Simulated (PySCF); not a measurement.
Species: C5H12OSi2.
Numbering: `[CH2:1]1[CH2:2][Si@H:3]([CH:4]2[CH2:5][CH2:6]2)[O:7][SiH2:8]1` (hydrogens: H9, H10 on C1; H11, H12 on C2; H13 on Si3; H14 on C4; H15, H16 on C5; H17, H18 on C6; H19, H20 on Si8)

The same species was optimised twice, with GFN2-xTB and with PBE0-D3(BJ)/def2-SVP (PySCF), and the same property calculations (PySCF, gas phase) were run on both structures.

```csv
coordinate,GFN2-xTB,PBE0-D3(BJ)/def2-SVP,change
Si3–O7 (Å),1.641,1.685,+0.044
O7–Si8 (Å),1.637,1.679,+0.042
Si3–C4 (Å),1.872,1.852,-0.020
C4–C5 (Å),1.501,1.515,+0.014
C1–Si8 (Å),1.907,1.896,-0.011
C2–Si3 (Å),1.908,1.897,-0.011
C1–C2 (Å),1.536,1.544,+0.008
C4–C6 (Å),1.502,1.509,+0.007
C5–C6 (Å),1.490,1.490,0.000
Si3–O7–Si8 (°),119.5,115.8,-3.7
C4–Si3–O7 (°),109.7,112.8,+3.1
C2–C1–Si8 (°),107.8,106.2,-1.6
C1–Si8–O7 (°),98.7,100.3,+1.6
Si3–C4–C6 (°),119.0,120.6,+1.6
C2–Si3–O7 (°),98.7,99.4,+0.7
C1–C2–Si3 (°),106.9,107.5,+0.6
C4–C6–C5 (°),60.2,60.7,+0.5
C2–Si3–C4–C5 (°),91,90,-1
```

Rotational constants: A = 3455, B = 840.4, C = 727.8 MHz (GFN2-xTB) against A = 3494, B = 823.3, C = 715.3 MHz (PBE0-D3(BJ)/def2-SVP). Point groups within 0.08 Å: C1 and C1.

On the GFN2-xTB structure: HOMO (eV) -7.82 [PBE0/pcSseg-1]; LUMO (eV) 0.63 [PBE0/pcSseg-1]; dipole (D) 1.53 [PBE0/pcSseg-1]; GIAO shielding of C1 (ppm) 177.4 [PBE0/pcSseg-1]; GIAO shielding of C2 (ppm) 176.2 [PBE0/pcSseg-1]; GIAO shielding of Si3 (ppm) 327.2 [PBE0/pcSseg-1]; GIAO shielding of C4 (ppm) 188.3 [PBE0/pcSseg-1]; GIAO shielding of C5 (ppm) 187.6 [PBE0/pcSseg-1]; GIAO shielding of C6 (ppm) 183.7 [PBE0/pcSseg-1]; GIAO shielding of O7 (ppm) 286.4 [PBE0/pcSseg-1]; GIAO shielding of Si8 (ppm) 354.2 [PBE0/pcSseg-1].

**Question.** What do these properties become on the PBE0-D3(BJ)/def2-SVP structure?

**Answer.** 
```tsv
property	level	on GFN2-xTB	on PBE0-D3(BJ)/def2-SVP	change
HOMO (eV)	PBE0/pcSseg-1	-7.82	-7.95	-0.13
LUMO (eV)	PBE0/pcSseg-1	0.63	0.65	+0.02
dipole (D)	PBE0/pcSseg-1	1.53	1.77	+0.24
energy, GFN2-xTB geometry as zero (kcal/mol)	PBE0/pcSseg-1	0.0	-4.0	-4.0
GIAO shielding of C1 (ppm)	PBE0/pcSseg-1	177.4	175.9	-1.5
GIAO shielding of C2 (ppm)	PBE0/pcSseg-1	176.2	174.9	-1.2
GIAO shielding of Si3 (ppm)	PBE0/pcSseg-1	327.2	322.9	-4.3
GIAO shielding of C4 (ppm)	PBE0/pcSseg-1	188.3	187.7	-0.6
GIAO shielding of C5 (ppm)	PBE0/pcSseg-1	187.6	184.4	-3.2
GIAO shielding of C6 (ppm)	PBE0/pcSseg-1	183.7	180.7	-3.0
GIAO shielding of O7 (ppm)	PBE0/pcSseg-1	286.4	283.7	-2.7
GIAO shielding of Si8 (ppm)	PBE0/pcSseg-1	354.2	352.6	-1.6
```

The heavy atoms differ by 0.054 Å rms after alignment. Among bonds between heavy atoms Si3–O7 changes most (+0.044 Å). Changes are differences of the printed values. Neither structure is proved a minimum here.
